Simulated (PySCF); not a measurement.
SMILES [F][GeH3] (H3FGe), singlet at its PBE0/def2-SVP optimised geometry (Å):

```
5

Ge    -0.4783    -0.2807     0.0000
F     -0.9786    -1.0222    -1.4967
H     -1.0573     1.1414     0.0000
H      1.0573    -0.2807     0.0000
H     -1.0566    -1.1414     1.1326
```

Calculation: PBE0/def2-TZVP run with PySCF.

Map of the electrostatic potential (hartree/e), clipped to [-0.08, 0.12] on the plane z = 0.8 Å:

```
|0000000000000000000000000000000|
|0000000000000000000000000000000|
|0000000000000000000000000000000|
|0000000000000011110000000000000|
|0000000001111111111110000000000|
|0000000111111111111111000000000|
|0000001111111111111111100000000|
|0000001112222222211111110000000|
|0000011123443332222111111000000|
|0000011234565444332211111000000|
|0000111235777766543221111000000|
|0001112246899999864322111100000|
|0001112357999999986432111100000|
|0011123469999999997532211100000|
|0011123589999999999643211100000|
|0011224699999999999864321100000|
|0011224699999999999875321100000|
|0011124699999999999864321100000|
|0001123699999999999653211100000|
|0001123699999999997432211000000|
|0000112599999999985322111000000|
|0000112499999999754221110000000|
|0000011359999876543211100000000|
|0000001134665443332111100000000|
|0000000112333222221111000000000|
|0000000011111111111110000000000|
|0000000000011111111100000000000|
|0000000000000000100000000000000|
|0000000000000000000000000000000|
|0000000000000000000000000000000|
|0000000000000000000000000000000|
```
Scale: ten equal steps from -0.002 (start of '0') to 0.120 (end of '9'), in the order '0123456789'; x runs from -3.50 to 3.50, y from -3.50 (bottom) to 3.50 (top).
